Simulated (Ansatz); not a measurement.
Born–Oppenheimer molecular dynamics of AlF2H5Si (9 atoms, charge 0, multiplicity 1). It starts at the highest image of a converged band. Of that band: Neighbouring images differ by up to 1.2 eV, so the band resolves the path poorly. A vibrational analysis at the climbing image gives one clearly imaginary mode, 1216i cm⁻¹: a first-order saddle point.

Level of theory: RKS PBE/6-31G* (Ansatz 0.2.0).

| Item | Value |
| --- | --- |
| ensemble | NVE (velocity Verlet) |
| time step | 0.5 fs |
| steps asked | 200 |
| starting velocities drawn for | 100 K |
| seed | 3260 |

Frames 0.5 fs apart, positions in Å, forces in eV/Å.

Velocities at 30 fs (Å/ps):

```
Al -1.25 -13.77 -6.12
H 1.84 55.03 51.81
F -1.98 4.11 3.66
F 2.85 6.23 2.54
Si 0.50 0.43 -2.33
H 3.54 -15.34 6.91
H 4.37 20.60 1.12
H -7.71 18.39 1.80
H 1.21 83.08 50.27
```

```xyz
9
Properties=species:S:1:pos:R:3:forces:R:3 time_fs=30 energy_less_start_eV=-1.173 T=1398
Al -0.108 -0.428 -0.023 0.14 0.38 -1.32
H 0.151 1.329 2.598 -0.18 3.61 0.36
F 1.176 0.140 -0.971 -0.49 0.02 0.55
F -1.628 0.185 -0.373 0.27 0.11 0.24
Si 0.155 -2.571 0.935 0.34 -0.85 1.16
H -0.003 -3.751 0.037 -0.17 0.05 -0.36
H 1.507 -2.795 1.556 0.14 0.22 -0.13
H -0.736 -2.821 2.118 -0.23 0.09 -0.08
H 0.184 0.661 2.524 0.19 -3.63 -0.41
9
Properties=species:S:1:pos:R:3:forces:R:3 time_fs=30.5 energy_less_start_eV=-1.156 T=1381
Al -0.109 -0.434 -0.026 0.12 0.47 -1.35
H 0.152 1.361 2.624 -0.20 3.90 0.41
F 1.175 0.142 -0.969 -0.49 0.01 0.55
F -1.627 0.188 -0.372 0.28 0.08 0.25
Si 0.155 -2.571 0.934 0.32 -0.93 1.18
H -0.001 -3.758 0.040 -0.16 0.10 -0.32
H 1.509 -2.785 1.556 0.11 0.21 -0.14
H -0.741 -2.812 2.119 -0.19 0.09 -0.12
H 0.185 0.698 2.549 0.20 -3.92 -0.46
9
Properties=species:S:1:pos:R:3:forces:R:3 time_fs=31 energy_less_start_eV=-1.207 T=1433
Al -0.109 -0.441 -0.029 0.09 0.57 -1.38
H 0.152 1.402 2.652 -0.16 3.11 0.33
F 1.174 0.144 -0.967 -0.48 0.00 0.54
F -1.625 0.192 -0.371 0.30 0.06 0.25
Si 0.156 -2.570 0.933 0.30 -1.02 1.20
H 0.000 -3.766 0.043 -0.15 0.15 -0.27
H 1.512 -2.774 1.556 0.09 0.19 -0.14
H -0.745 -2.803 2.120 -0.15 0.08 -0.15
H 0.186 0.726 2.572 0.16 -3.14 -0.38
9
Properties=species:S:1:pos:R:3:forces:R:3 time_fs=31.5 energy_less_start_eV=-1.278 T=1508
Al -0.110 -0.448 -0.032 0.05 0.66 -1.40
H 0.152 1.450 2.680 -0.09 1.67 0.16
F 1.173 0.146 -0.965 -0.47 -0.02 0.53
F -1.624 0.195 -0.369 0.32 0.04 0.26
Si 0.156 -2.570 0.932 0.29 -1.10 1.21
H 0.001 -3.773 0.044 -0.13 0.20 -0.22
H 1.515 -2.762 1.556 0.06 0.18 -0.14
H -0.750 -2.793 2.120 -0.12 0.08 -0.18
H 0.188 0.746 2.595 0.09 -1.71 -0.22
9
Properties=species:S:1:pos:R:3:forces:R:3 time_fs=32 energy_less_start_eV=-1.313 T=1546
Al -0.110 -0.455 -0.036 0.02 0.75 -1.41
H 0.152 1.503 2.708 -0.01 0.19 -0.02
F 1.171 0.148 -0.963 -0.46 -0.03 0.52
F -1.622 0.198 -0.368 0.33 0.01 0.26
Si 0.157 -2.571 0.932 0.27 -1.18 1.21
H 0.001 -3.779 0.045 -0.12 0.25 -0.17
H 1.518 -2.750 1.555 0.04 0.16 -0.15
H -0.755 -2.783 2.119 -0.08 0.07 -0.21
H 0.190 0.763 2.617 0.02 -0.23 -0.04
9
Properties=species:S:1:pos:R:3:forces:R:3 time_fs=32.5 energy_less_start_eV=-1.297 T=1531
Al -0.111 -0.462 -0.040 -0.01 0.84 -1.43
H 0.151 1.556 2.737 0.05 -1.01 -0.17
F 1.170 0.150 -0.961 -0.45 -0.04 0.51
F -1.621 0.201 -0.367 0.35 -0.01 0.26
Si 0.157 -2.571 0.931 0.25 -1.24 1.21
H 0.002 -3.785 0.046 -0.11 0.29 -0.12
H 1.521 -2.738 1.554 0.01 0.15 -0.15
H -0.761 -2.773 2.119 -0.05 0.06 -0.23
H 0.192 0.778 2.639 -0.05 0.97 0.11
9
Properties=species:S:1:pos:R:3:forces:R:3 time_fs=33 energy_less_start_eV=-1.250 T=1480
Al -0.112 -0.468 -0.043 -0.05 0.92 -1.44
H 0.151 1.607 2.765 0.09 -1.84 -0.28
F 1.169 0.152 -0.958 -0.43 -0.05 0.49
F -1.619 0.204 -0.365 0.36 -0.04 0.26
Si 0.157 -2.571 0.930 0.23 -1.30 1.21
H 0.002 -3.791 0.046 -0.09 0.33 -0.08
H 1.524 -2.725 1.553 -0.01 0.13 -0.15
H -0.766 -2.763 2.117 -0.01 0.04 -0.25
H 0.194 0.796 2.661 -0.09 1.79 0.22
9
Properties=species:S:1:pos:R:3:forces:R:3 time_fs=33.5 energy_less_start_eV=-1.198 T=1425
Al -0.112 -0.474 -0.047 -0.08 1.00 -1.45
H 0.151 1.653 2.792 0.12 -2.34 -0.35
F 1.167 0.154 -0.956 -0.41 -0.06 0.48
F -1.617 0.207 -0.364 0.37 -0.06 0.27
Si 0.158 -2.571 0.930 0.22 -1.34 1.20
H 0.001 -3.795 0.047 -0.08 0.37 -0.04
H 1.527 -2.712 1.551 -0.03 0.11 -0.14
H -0.772 -2.752 2.115 0.01 0.03 -0.26
H 0.195 0.819 2.684 -0.12 2.30 0.29
9
Properties=species:S:1:pos:R:3:forces:R:3 time_fs=34 energy_less_start_eV=-1.166 T=1390
Al -0.113 -0.481 -0.051 -0.12 1.07 -1.45
H 0.151 1.694 2.819 0.13 -2.59 -0.38
F 1.166 0.156 -0.954 -0.39 -0.06 0.46
F -1.616 0.210 -0.362 0.38 -0.08 0.27
Si 0.158 -2.572 0.929 0.21 -1.37 1.18
H 0.001 -3.799 0.047 -0.07 0.39 -0.01
H 1.530 -2.699 1.549 -0.05 0.08 -0.14
H -0.777 -2.742 2.113 0.04 0.01 -0.26
H 0.197 0.846 2.707 -0.13 2.54 0.33
9
Properties=species:S:1:pos:R:3:forces:R:3 time_fs=34.5 energy_less_start_eV=-1.164 T=1388
Al -0.113 -0.487 -0.055 -0.16 1.13 -1.46
H 0.152 1.728 2.844 0.14 -2.60 -0.39
F 1.164 0.158 -0.951 -0.37 -0.07 0.44
F -1.614 0.213 -0.361 0.39 -0.10 0.27
Si 0.159 -2.573 0.929 0.20 -1.38 1.17
H 0.000 -3.801 0.047 -0.06 0.40 0.02
H 1.533 -2.686 1.547 -0.06 0.06 -0.13
H -0.783 -2.731 2.110 0.06 0.00 -0.25
H 0.198 0.880 2.732 -0.14 2.56 0.34
9
Properties=species:S:1:pos:R:3:forces:R:3 time_fs=35 energy_less_start_eV=-1.193 T=1420
Al -0.114 -0.493 -0.059 -0.20 1.19 -1.46
H 0.153 1.756 2.869 0.13 -2.40 -0.36
F 1.163 0.161 -0.949 -0.34 -0.07 0.42
F -1.612 0.217 -0.359 0.40 -0.12 0.27
Si 0.159 -2.573 0.929 0.19 -1.38 1.15
H -0.001 -3.803 0.047 -0.05 0.41 0.04
H 1.536 -2.672 1.544 -0.08 0.04 -0.12
H -0.788 -2.721 2.106 0.07 -0.02 -0.24
H 0.198 0.920 2.757 -0.13 2.36 0.31
9
Properties=species:S:1:pos:R:3:forces:R:3 time_fs=35.5 energy_less_start_eV=-1.244 T=1475
Al -0.115 -0.499 -0.064 -0.23 1.24 -1.46
H 0.154 1.779 2.893 0.10 -1.94 -0.30
F 1.161 0.163 -0.946 -0.32 -0.07 0.40
F -1.610 0.220 -0.357 0.41 -0.14 0.27
Si 0.159 -2.574 0.929 0.18 -1.36 1.12
H -0.001 -3.804 0.047 -0.04 0.40 0.05
H 1.538 -2.658 1.541 -0.08 0.01 -0.11
H -0.793 -2.711 2.102 0.08 -0.04 -0.23
H 0.199 0.966 2.783 -0.10 1.90 0.26
```

Of the whole run (100 fs, mean temperature of the second half 1154 K): The conserved energy stayed within 0.52 meV per atom of its start (net change 0.36 meV per atom), so the integration is sound. The kinetic energy rose, since the run started high on the potential surface and went downhill. It ends in pieces (AlF2H3Si + H2), so much of that is their flight and rotation, not heat. A run of 0.1 ps of so small a system gives no equilibrium averages. The orbitals stay closed-shell, which can raise the energy where a bond breaks towards radicals; this wasn't checked here.

Time of the run: 8.1 min on 1 thread of Arm Neoverse V2 (shared host), peak memory 0.15 GiB.
